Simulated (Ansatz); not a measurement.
The same molecule with X = B, Al, Ga. Ansatz, PBE0-D4/def2-TZVP geometries, multiplicity 1. Each molecule was computed in one conformer, which needn't be the lowest.

Scalar relativity is left out up to krypton.

```csv
X,molecule,mean X–H bond length / Å,mean X–S bond length / Å,mean X–Si bond length / Å,HOMO energy (B3LYP/def2-TZVPP) / eV,HOMO–LUMO gap (B3LYP/def2-TZVPP) / eV,size of the dipole moment (B3LYP/def2-TZVPP) / D
B,`[SiH3]BS`,1.193,1.763,2.010,-8.19,6.24,1.37
Al,`[SiH3][AlH][SH]`,1.585,2.185,2.447,-7.61,5.68,0.93
```

(1) Give the row for X = Ga, `[SiH3][GaH][SH]`. (Best estimate.)

Results:

(1) Computed: 
| X | molecule | mean X–H bond length / Å | mean X–S bond length / Å | mean X–Si bond length / Å | HOMO energy (B3LYP/def2-TZVPP) / eV | HOMO–LUMO gap (B3LYP/def2-TZVPP) / eV | size of the dipole moment (B3LYP/def2-TZVPP) / D |
| --- | --- | --- | --- | --- | --- | --- | --- |
| Ga | `[SiH3][GaH][SH]` | 1.565 | 2.205 | 2.404 | -7.48 | 5.42 | 1.18 |

From B to Ga the mean X–H bond length isn't monotonic: highest at Al, lowest at B; the mean X–S bond length rises at each step, by 0.442 Å in all; the mean X–Si bond length isn't monotonic: highest at Al, lowest at B; the HOMO energy (B3LYP/def2-TZVPP) rises at each step, by 0.71 eV in all; the HOMO–LUMO gap (B3LYP/def2-TZVPP) falls at each step, by 0.82 eV in all. Dipoles are sizes alone, and their direction can turn along the series.

Positive LUMOs are unbound, so they and the gaps depend on the basis.

B3LYP here is the variant with VWN-RPA as its local correlation; programs differ in this.
